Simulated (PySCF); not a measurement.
Mg(F)(NMe2) (C2H6FMgN), SMILES C[N](C)[Mg][F]. Heavy atoms are numbered as in [Mg:1]([F:2])[N:3]([CH3:4])[CH3:5]. Hydrogens are named by the atom that carries them.

Geometry: B3LYP-D3(BJ)/def2-SVP. Other conformers were not sampled.

Calculation: PBE/def2-TZVP run with PySCF.

ESP charges are fitted to the potential on shells at 1.4 to 2.0 van der Waals radii. Atomic charges (e), one atom of each kind:

```csv
atom,Löwdin,ESP fit,meta-Löwdin
Mg1,0.57,1.08,1.47
F2,-0.34,___,-0.81
N3,-0.16,-0.33,-0.72
C4 (CH3),-0.37,___,-0.24
H on C4,0.11,___,0.09
```

**Question.** Fill in the missing entries. (An estimate is asked for; the answer gives what the named calculation found.)

**Answer.** 
- F2, ESP fit: -0.61
- C4 (CH3), ESP fit: -0.65
- H on C4, ESP fit: 0.20
